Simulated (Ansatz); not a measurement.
Ansatz (a quantum-chemistry and plane-wave program) input:
A basis named .json is the Basis Set Exchange file of that set.

Ansatz 0.2 input:
```yaml
crystal:
  periodic: [false, false, false]
  atoms:
    - {symbol: W, position_ang: [0.00432352, -0.01620327, 0.00235466]}
    - {symbol: H, position_ang: [0.67534237, 1.52778282, 0.42717042]}
    - {symbol: H, position_ang: [-0.32034178, 0.43507741, 1.64420452]}
    - {symbol: H, position_ang: [-0.88043414, -1.41661366, 0.71390872]}
    - {symbol: H, position_ang: [1.63469902, -0.19174819, -0.61143174]}
    - {symbol: H, position_ang: [-0.03956297, 1.07968962, -1.34364703]}
    - {symbol: H, position_ang: [-1.38964281, -0.23514632, -1.00444950]}
basis:
  gaussian:
    orbitals: def2-QZVPPD.json
hamiltonian:
  xc: hf
total_charge: -1
magnetization: {spin_polarized: true, initial_magnetization: 1}
```

What final total energy does it print?

-69.77643 Eh (HF/def2-QZVPPD). The basis has 282 functions.

The spin state was set by rule; other spins were not relaxed.
